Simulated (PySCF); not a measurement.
Basis-set dependence of Be₂⁺ at CCSD(T)

PySCF, ROHF reference; doublet, unpaired electrons σ ↑; De to Be⁺ + Be without counterpoise correction. Frozen cores follow the default of each basis and core potential.

| basis | relativity | functions | Re (Å) | ωe (cm⁻¹) | De (eV) | frozen orbitals |
| --- | --- | --- | --- | --- | --- | --- |
| aug-pcseg-1 | no relativity | 26 | 2.261 | 482 | 1.56 | 0 |
| cc-pVDZ | no relativity | 28 | 2.254 | 524 | 1.92 | 0 |
| aug-cc-pVDZ | no relativity | 46 | 2.256 | 520 | 1.94 | 0 |

Problem. How does each smaller set differ from the one with most functions, aug-cc-pVDZ?

Solution. aug-pcseg-1: +0.5 pm, -7.3 % in ωe, -0.38 eV in De; cc-pVDZ: -0.2 pm, +0.8 % in ωe, -0.02 eV in De. All at CCSD(T); the set with most functions is neither the basis-set limit nor always the best.

Correlated steps freeze no core orbitals. Correlated levels converge slowly with the basis: in double zeta they bind strong bonds too weakly, by up to about 1 eV, and carry superposition errors of some tenths. The state is the lowest determinant that a PBE0 search found; another state may lie lower at other levels.
